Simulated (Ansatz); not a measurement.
One change: `CC[Si]1(F)C=N1` becomes `F[SiH]1C=N1`.

Ansatz, PBE0-D4/def2-TZVP geometries, multiplicity 1. Each molecule was computed in one conformer, which needn't be the lowest.

```
                                                                                  property  `CC[Si]1(F)C=N1`
ideal-gas entropy at 298 K and 1 bar (rigid rotor, harmonic PBE0-D4/def2-TZVP) / J/(mol·K)               354
                                                        LUMO energy (PBE0/def2-TZVPP) / eV             -0.85
                                                     HOMO energy (ωB97M-V/def2-TZVPP) / eV             -8.83
                                                      HOMO–LUMO gap (PBE0/def2-TZVPP) / eV              5.74
                                                   HOMO–LUMO gap (ωB97M-V/def2-TZVPP) / eV             10.27
                                            size of the dipole moment (PBE/def2-TZVPP) / D              2.59
```

Problem. Give the same properties after the change, and the shifts. (Estimate.)

Solution. Ansatz gave: 
```tsv
property	`F[SiH]1C=N1`	shift
ideal-gas entropy at 298 K and 1 bar (rigid rotor, harmonic PBE0-D4/def2-TZVP) / J/(mol·K)	282	-72
LUMO energy (PBE0/def2-TZVPP) / eV	-1.15	-0.30
HOMO energy (ωB97M-V/def2-TZVPP) / eV	-9.20	-0.37
HOMO–LUMO gap (PBE0/def2-TZVPP) / eV	5.83	0.09
HOMO–LUMO gap (ωB97M-V/def2-TZVPP) / eV	10.38	0.11
size of the dipole moment (PBE/def2-TZVPP) / D	1.80	-0.79
```

With PBE0 the HOMO falls by 0.38 eV and the LUMO falls by 0.30 eV, so the gap widens by about 0.08 eV. PBE moves the HOMO by -0.39 eV and ωB97M-V by -0.37 eV. The zero-point energy changes by -151.8 kJ/mol with -18 modes. Dipoles are sizes alone; their direction can turn.
